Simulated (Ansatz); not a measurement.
Reaction (silylene loss): `F[Si]1([SiH3])CS1` → `F[SiH]1CS1` + `[SiH2]`

Isolated molecules relaxed with PBE0-D4/def2-TZVP in Ansatz; ΔE leaves out vibrations. CCSD(T)/CBS is the MP2 limit (def2-TZVPP, def2-QZVPP) plus CCSD(T) − MP2 in def2-TZVPP, frozen cores. This one scheme is used for every species. Functionals use def2-TZVPP. HSE06 is defined as in plane-wave codes.

```tsv
level	ΔE (kcal/mol)
HSE06-D4	63.0
SCS-MP2/def2-TZVPP	57.0
```

What does CCSD(T)/CBS give? (An estimate is asked.)

Computed: +58.0 kcal/mol. The listed levels differ from it by 5.0, -1.0 kcal/mol.

Largest T1 diagnostic among the species: 0.014.

The D4 term adds +3.4 kcal/mol with B3LYP and +1.9 kcal/mol with PBE0; it sums over pairs of atoms, weighted by their polarisabilities, and B3LYP, whose exchange is more repulsive, gets the larger term. Leaving LDA and LC-ωPBE aside and taking each functional with its dispersion term where it has one, the values, not all of them listed here, spread over 7.8 kcal/mol, from ωB97M-V to r2SCAN-D4. LDA lies +7.4 kcal/mol from PBE without D4.

B3LYP here is the variant with VWN-RPA as its local correlation; programs differ in this.
